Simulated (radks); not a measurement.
The numbers below are computed, except where a source is named.
Task: Ionisation of Ge3+, [Ar] 3d10 4s1, to Ge4+, [Ar] 3d10, under several functionals. Scalar-relativistic Kohn-Sham, spin-polarised, spherical densities, point nucleus; open shells are filled with parallel spins first; a radial shooting solver on a logarithmic mesh with Libxc functionals. The NIST Atomic Spectra Database gives 45.716 eV (measured). Rank these functionals by the error of their Delta-SCF ionisation energy: BLYP; HCTH/407; PBE.

Result: From best to worst: HCTH/407 46.268 eV (+0.552); PBE 46.719 eV (+1.004); BLYP 46.991 eV (+1.275).
